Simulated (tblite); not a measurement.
Start geometry of `[H]/[C+]=[C]/C(C=O)=C/C#CC` [radical] from a force field or distance geometry (Å):
```
atom  x, y, z in Å
C1     3.6729    0.5750   -0.4284
C2     2.9644   -0.3831    0.1395
C3     1.5304   -0.4015   -0.0317
C4     0.8590   -1.5542   -0.6453
O5     1.5903   -2.5485   -0.9785
C6     0.7388    0.6223    0.3218
C7    -0.6850    0.5409    0.1053
C8    -1.8840    0.4893   -0.0609
C9    -3.3321    0.4327   -0.2912
H10    4.6104    1.0386   -0.6173
H11   -0.2116   -1.5826   -0.7795
H12    1.1883    1.5053    0.7771
H13   -3.6666   -0.5584    0.0782
H14   -3.4996    0.5914   -1.3757
H15   -3.8799    1.2409    0.2590
```

Question: What comes out of this run: GFN2-xTB geometry optimisation, gas phase (tblite 0.8.0)?

Answer: 
```
atom  x, y, z in Å
C1     4.0635    0.2644   -0.2638
C2     2.8645    0.0925   -0.2396
C3     1.4978   -0.1671   -0.2468
C4     1.0594   -1.5094   -0.7232
O5     1.7225   -2.4867   -0.8261
C6     0.5460    0.7386    0.1587
C7    -0.8127    0.5642    0.0337
C8    -2.0310    0.4926   -0.0626
C9    -3.4356    0.3888   -0.1704
H10    5.1043    0.4321   -0.2513
H11   -0.0203   -1.4753   -0.9970
H12    0.8726    1.6389    0.6719
H13   -3.7667   -0.5906    0.1898
H14   -3.7398    0.4608   -1.2183
H15   -3.9289    1.1642    0.4176
```

The energy falls by 1.981 eV over 78 L-BFGS steps, the largest force on an atom goes from 7.50 to 0.009 eV/Å, and the atoms move by 0.376 Å rms after alignment. The bond that changes most is C1=C2 (ends: carbon bonded to C and H; carbon bonded to 2 C), which shortens by 0.109 Å. Bonds longer at the end by more than 0.005 Å: 4 of 14; shorter: 9. Among the angles that change most is C1–C2–C3, from 119.4° to 177.0°. Among the dihedrals that turn most is C6–C3–C4–H11, from -1° to 19°. Rotational constants go from 3217, 863.4, 697.8 to 3614, 789.2, 652.3 MHz. The orientation of the end geometry is arbitrary; only internal coordinates are fixed.

GFN2-xTB frequencies show an imaginary mode (39i cm⁻¹), so the point is no minimum at that level. 3 starts were optimised and ended at 0.00, 0.11 and -15.69 kcal/mol (GFN2-xTB); the lowest of these is shown.

One conformer stands for the species.

The numbers are calculated, not measured.
